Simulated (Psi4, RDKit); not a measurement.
Torsional profile of SMILES c1(C=C)ccc(OC)s1 (C₇H₈OS). Scanned: dihedral S9–C6–O7–C8; all other coordinates were relaxed at GFN2-xTB. Points at φ and −φ are mirror images. Heavy atoms are numbered in the order of the SMILES C=Cc1ccc(OC)s1, hydrogens after them in the order of the atoms that carry them; the mirror image has the same energies with the sign of each dihedral reversed.

- MMFF94 // GFN2-xTB (RDKit)
- PBE-D3(BJ)/def2-SVP // GFN2-xTB (Psi4)

Energies relative to the lowest point of each profile, in kJ/mol:

```tsv
φ / °	MMFF94
-140	5.6
-120	10.3
-100	13.3
-60	13.1
-40	10.3
20	8.2
60	13.1
100	13.3
120	10.3
140	5.6
160	1.6
180	0.0
```

Q: Estimate the PBE-D3(BJ)/def2-SVP values at these points.

A: -140: 7.6; -120: 11.4; -100: 11.9; -60: 7.8; -40: 4.3; 20: 1.2; 60: 7.8; 100: 11.9; 120: 11.4; 140: 7.6; 160: 2.3; 180: 0.1 (kJ/mol).
